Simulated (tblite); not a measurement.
Record of a relaxation.

Species: C6H15B.
Atom-mapped SMILES: `[CH3:1][CH2:2][CH2:3][BH:4][CH2:5][CH2:6][CH3:7]` (hydrogens: H8, H9, H10 on C1; H11, H12 on C2; H13, H14 on C3; H15 on B4; H16, H17 on C5; H18, H19 on C6; H20, H21, H22 on C7)

Computed with GFN2-xTB (tblite), gas phase: L-BFGS steps from a force-field or distance-geometry start until the largest atomic force falls under 0.01 eV/Å. 7 of its 213 geometries are shown.

Step 0: E = -590.2636 eV, largest atomic force 2.095 eV/Å
```
atom  x, y, z in Å  |  force x, y, z in eV/Å
C1     -3.228    0.468   -0.206   -1.009   1.501   0.889
C2     -2.505   -0.848   -0.199   -1.266  -0.796   0.524
C3     -1.286   -0.785    0.690    0.932   0.009   0.120
B4     -0.231    0.332    0.224   -0.372  -0.958  -0.763
C5      1.268   -0.181    0.148   -1.462   0.258  -0.022
C6      2.237    0.865   -0.305    1.805   1.005   0.345
C7      3.607    0.175   -0.325    0.147  -0.606   0.257
H8     -4.330    0.313   -0.113    0.768   0.275  -0.557
H9     -2.957    1.066   -1.085   -0.437  -0.188   0.277
H10    -2.971    1.099    0.694   -0.108  -0.680  -0.826
H11    -2.289   -1.120   -1.238    0.166  -0.243   0.361
H12    -3.212   -1.605    0.257    0.691   0.376  -0.688
H13    -0.813   -1.790    0.657   -0.179   0.518   0.434
H14    -1.631   -0.569    1.723    0.232  -0.308  -0.458
H15    -0.602    1.280   -0.383    0.266  -0.093   0.508
H16     1.291   -1.036   -0.575   -0.017   0.520   0.608
H17     1.541   -0.569    1.136    0.235  -0.086  -0.256
H18     2.050    1.279   -1.311   -0.266  -0.343   0.420
H19     2.317    1.745    0.396   -0.398  -0.798  -0.547
H20     3.420   -0.798   -0.833    0.708   0.667   0.122
H21     4.373    0.771   -0.844   -0.237  -0.409   0.284
H22     3.941   -0.073    0.721   -0.199   0.381  -1.033
```

Step 35: E = -590.8492 eV, largest atomic force 0.068 eV/Å
```
atom  x, y, z in Å  |  force x, y, z in eV/Å
C1     -3.402    0.500   -0.198    0.033  -0.018   0.004
C2     -2.658   -0.830   -0.126    0.017   0.007  -0.020
C3     -1.315   -0.764    0.621   -0.031  -0.012   0.018
B4     -0.202    0.237    0.121    0.032  -0.022  -0.035
C5      1.301   -0.239    0.138    0.059   0.015  -0.010
C6      2.337    0.794   -0.320   -0.008  -0.006  -0.008
C7      3.747    0.214   -0.347   -0.040   0.019  -0.015
H8     -4.449    0.333   -0.444    0.038   0.022  -0.014
H9     -2.974    1.148   -0.959    0.035   0.006   0.049
H10    -3.350    1.014    0.760   -0.038   0.004  -0.001
H11    -2.474   -1.198   -1.138   -0.046  -0.011  -0.003
H12    -3.298   -1.561    0.379    0.035   0.011  -0.015
H13    -0.933   -1.786    0.691    0.008  -0.009   0.031
H14    -1.529   -0.453    1.651   -0.021  -0.008   0.040
H15    -0.464    1.329   -0.214   -0.060  -0.026  -0.018
H16     1.403   -1.130   -0.493   -0.039   0.032  -0.027
H17     1.578   -0.592    1.138   -0.043   0.036   0.009
H18     2.067    1.147   -1.317    0.042  -0.007   0.002
H19     2.311    1.656    0.350    0.001  -0.012  -0.002
H20     3.780   -0.655   -1.004    0.040   0.015   0.037
H21     4.464    0.948   -0.715   -0.030  -0.028   0.038
H22     4.048   -0.095    0.653    0.016  -0.007  -0.059
```

Step 71: E = -590.8790 eV, largest atomic force 0.074 eV/Å
```
atom  x, y, z in Å  |  force x, y, z in eV/Å
C1     -3.406    0.503   -0.126   -0.060   0.042  -0.007
C2     -2.656   -0.822   -0.097   -0.023   0.018  -0.019
C3     -1.320   -0.738    0.656    0.011   0.004   0.026
B4     -0.200    0.167    0.009   -0.027   0.008  -0.012
C5      1.312   -0.270    0.081   -0.053  -0.008  -0.008
C6      2.340    0.786   -0.338   -0.027  -0.012   0.012
C7      3.761    0.233   -0.320   -0.016   0.017   0.003
H8     -4.353    0.391   -0.650   -0.012  -0.007  -0.012
H9     -2.824    1.267   -0.635   -0.021  -0.022   0.040
H10    -3.619    0.847    0.885    0.034  -0.006  -0.020
H11    -2.472   -1.152   -1.121    0.021  -0.010  -0.038
H12    -3.293   -1.575    0.375    0.020   0.004   0.031
H13    -0.970   -1.754    0.851    0.022  -0.015  -0.008
H14    -1.532   -0.304    1.641    0.014  -0.009   0.034
H15    -0.495    1.168   -0.525    0.039  -0.005  -0.023
H16     1.427   -1.137   -0.581   -0.002  -0.008   0.001
H17     1.571   -0.646    1.075   -0.002   0.015  -0.014
H18     2.102    1.141   -1.343    0.012  -0.003   0.013
H19     2.267    1.640    0.339    0.047  -0.005  -0.011
H20     3.845   -0.611   -1.003    0.016   0.005   0.039
H21     4.478    0.991   -0.626   -0.002   0.013   0.008
H22     4.024   -0.103    0.682    0.011  -0.016  -0.033
```

Step 106: E = -590.8875 eV, largest atomic force 0.016 eV/Å
```
atom  x, y, z in Å  |  force x, y, z in eV/Å
C1     -3.464    0.490   -0.057    0.007   0.004   0.003
C2     -2.672   -0.810   -0.088    0.001  -0.001  -0.003
C3     -1.306   -0.700    0.607    0.004   0.001  -0.003
B4     -0.199    0.156   -0.125   -0.003   0.007  -0.006
C5      1.313   -0.249    0.054   -0.004   0.000  -0.001
C6      2.368    0.794   -0.326   -0.001  -0.004  -0.003
C7      3.779    0.217   -0.275   -0.001   0.003   0.007
H8     -4.407    0.371   -0.587   -0.006   0.013   0.005
H9     -2.904    1.294   -0.526    0.004  -0.001  -0.005
H10    -3.682    0.780    0.969    0.004   0.000   0.004
H11    -2.521   -1.116   -1.126    0.000  -0.006  -0.003
H12    -3.263   -1.591    0.400    0.003  -0.002   0.002
H13    -0.944   -1.710    0.818    0.001  -0.006  -0.003
H14    -1.468   -0.244    1.591   -0.001   0.006  -0.001
H15    -0.488    1.058   -0.816    0.001  -0.015   0.004
H16     1.463   -1.124   -0.591   -0.006  -0.006   0.004
H17     1.520   -0.609    1.066    0.005  -0.004  -0.001
H18     2.166    1.163   -1.333    0.000   0.005  -0.001
H19     2.301    1.644    0.356   -0.009  -0.006  -0.006
H20     3.874   -0.618   -0.967    0.004   0.006   0.000
H21     4.517    0.969   -0.543   -0.006   0.005   0.001
H22     4.007   -0.144    0.727    0.003   0.000   0.006
```

Step 141: E = -590.8967 eV, largest atomic force 0.030 eV/Å
```
atom  x, y, z in Å  |  force x, y, z in eV/Å
C1     -3.380    0.598    0.048   -0.005  -0.006   0.010
C2     -2.733   -0.778   -0.050    0.006   0.001  -0.011
C3     -1.305   -0.798    0.514    0.007   0.011  -0.006
B4     -0.198   -0.051   -0.325   -0.002   0.015   0.011
C5      1.322   -0.342   -0.023   -0.003  -0.006  -0.002
C6      2.313    0.775   -0.369    0.011  -0.004   0.012
C7      3.759    0.340   -0.148    0.006   0.001  -0.005
H8     -4.391    0.574   -0.354    0.006   0.004  -0.006
H9     -2.806    1.335   -0.508    0.011  -0.023   0.006
H10    -3.434    0.922    1.085    0.004  -0.009   0.004
H11    -2.708   -1.092   -1.095   -0.010  -0.003  -0.007
H12    -3.352   -1.500    0.492    0.006   0.023   0.018
H13    -1.007   -1.838    0.681   -0.010   0.012  -0.008
H14    -1.329   -0.352    1.516   -0.001  -0.010  -0.020
H15    -0.481    0.688   -1.190   -0.003  -0.007  -0.001
H16     1.580   -1.219   -0.631    0.015   0.006   0.002
H17     1.493   -0.649    1.012   -0.015  -0.013  -0.006
H18     2.180    1.077   -1.410   -0.003  -0.007   0.008
H19     2.099    1.645    0.256    0.010  -0.001   0.003
H20     4.030   -0.457   -0.839   -0.016   0.008   0.014
H21     4.443    1.172   -0.300   -0.017  -0.010  -0.017
H22     3.893   -0.031    0.866    0.004   0.019   0.002
```

Step 177: E = -590.9045 eV, largest atomic force 0.021 eV/Å
```
atom  x, y, z in Å  |  force x, y, z in eV/Å
C1     -3.180    0.735    0.128    0.003   0.000   0.005
C2     -2.771   -0.727    0.006    0.003   0.000  -0.005
C3     -1.310   -0.945    0.416    0.002  -0.003   0.007
B4     -0.199   -0.304   -0.501   -0.007  -0.006   0.003
C5      1.319   -0.461   -0.100    0.004  -0.004  -0.001
C6      2.204    0.758   -0.393    0.004  -0.006   0.010
C7      3.662    0.508   -0.025    0.009  -0.007   0.002
H8     -4.218    0.872   -0.168    0.001   0.000  -0.002
H9     -2.554    1.357   -0.507    0.001   0.003  -0.004
H10    -3.067    1.076    1.155   -0.006   0.004   0.012
H11    -2.910   -1.058   -1.025   -0.003   0.001  -0.021
H12    -3.426   -1.333    0.637    0.004   0.001   0.002
H13    -1.121   -2.023    0.470    0.003   0.000  -0.006
H14    -1.186   -0.594    1.445    0.001   0.003   0.005
H15    -0.472    0.247   -1.500    0.007  -0.005   0.002
H16     1.713   -1.299   -0.687   -0.002  -0.004  -0.003
H17     1.453   -0.746    0.947    0.002   0.012   0.005
H18     2.135    1.012   -1.452   -0.012   0.001   0.005
H19     1.833    1.613    0.177   -0.002   0.005  -0.007
H20     4.066   -0.324   -0.600   -0.008  -0.001  -0.005
H21     4.266    1.389   -0.228    0.000   0.003   0.000
H22     3.754    0.266    1.032   -0.004   0.005  -0.005
```

Step 212: E = -590.9074 eV, largest atomic force 0.009 eV/Å
```
atom  x, y, z in Å  |  force x, y, z in eV/Å
C1     -3.059    0.794    0.173    0.001   0.004   0.002
C2     -2.773   -0.691   -0.015   -0.002   0.001   0.003
C3     -1.335   -1.038    0.385    0.005  -0.001  -0.003
B4     -0.192   -0.437   -0.518   -0.003   0.000  -0.003
C5      1.311   -0.483   -0.040    0.001   0.002  -0.003
C6      2.142    0.754   -0.406    0.004  -0.002   0.001
C7      3.612    0.585   -0.040    0.006  -0.006   0.004
H8     -4.078    1.034   -0.124   -0.002  -0.006   0.003
H9     -2.373    1.387   -0.426    0.005   0.004   0.002
H10    -2.931    1.076    1.217   -0.002   0.002  -0.002
H11    -2.934   -0.960   -1.061    0.002   0.001  -0.004
H12    -3.478   -1.269    0.588   -0.003  -0.005   0.004
H13    -1.221   -2.128    0.351    0.000  -0.005   0.000
H14    -1.193   -0.774    1.437   -0.006   0.001  -0.003
H15    -0.434   -0.006   -1.582   -0.001   0.003   0.000
H16     1.771   -1.344   -0.540   -0.002  -0.004  -0.002
H17     1.416   -0.670    1.032    0.002   0.007   0.001
H18     2.055    0.946   -1.477   -0.002  -0.002  -0.003
H19     1.738    1.623    0.119   -0.001   0.001  -0.003
H20     4.048   -0.251   -0.585   -0.001  -0.002   0.001
H21     4.176    1.483   -0.284   -0.003   0.000   0.002
H22     3.721    0.390    1.025    0.001   0.007   0.002
```

Q: Summarise the path.

A: The energy falls by 14.85 kcal/mol from step 0 to step 212; nine tenths of that is first reached at step 31. It falls at every step. The largest force goes from 2.095 to 0.009 eV/Å. Among the bonds C1–H10 changes most, from 1.129 to 1.088 Å; the atoms move by 0.717 Å rms after alignment.

Q: Follow the three bonds and two angles with the largest change from start to end.

A: 
```csv
step,E above end (kcal/mol),largest force (eV/Å),C1–H10 (Å),C2–H12 (Å),C5–C6 (Å),C5–C6–C7 (°),C3–B4–C5 (°)
0,14.85,2.095,1.129,1.132,1.497,105.6,114.1
9,3.93,0.183,1.089,1.094,1.528,108.3,115.7
18,2.29,0.147,1.089,1.093,1.536,111.7,118.2
28,1.62,0.107,1.088,1.093,1.533,112.2,119.0
37,1.27,0.099,1.089,1.094,1.530,112.0,118.7
46,0.88,0.056,1.088,1.093,1.531,112.4,118.6
55,0.81,0.038,1.088,1.094,1.531,112.2,119.1
65,0.73,0.047,1.088,1.093,1.532,111.7,120.0
74,0.60,0.055,1.089,1.092,1.531,112.4,120.1
83,0.57,0.020,1.088,1.093,1.532,112.5,120.0
92,0.52,0.040,1.087,1.094,1.531,112.4,119.6
101,0.47,0.022,1.088,1.094,1.532,111.9,118.9
111,0.45,0.019,1.089,1.094,1.531,111.7,118.6
120,0.43,0.028,1.088,1.094,1.531,112.1,118.4
129,0.37,0.048,1.089,1.094,1.532,112.3,118.5
138,0.27,0.045,1.088,1.094,1.532,112.1,119.2
147,0.20,0.051,1.088,1.093,1.533,111.9,119.4
157,0.11,0.026,1.088,1.094,1.533,112.0,119.4
166,0.08,0.018,1.088,1.094,1.534,111.8,119.4
175,0.07,0.015,1.088,1.094,1.534,112.0,119.3
184,0.05,0.027,1.088,1.094,1.534,112.0,119.5
194,0.04,0.036,1.088,1.094,1.534,112.2,119.5
203,0.01,0.018,1.088,1.094,1.534,112.1,120.1
212,0.00,0.009,1.088,1.093,1.534,112.1,120.4
```

What follows is the cost of the whole relaxation. Time: 1.4 s of wall time. Hardware: one thread, Arm Neoverse V1 (aarch64), no GPU, shared host.
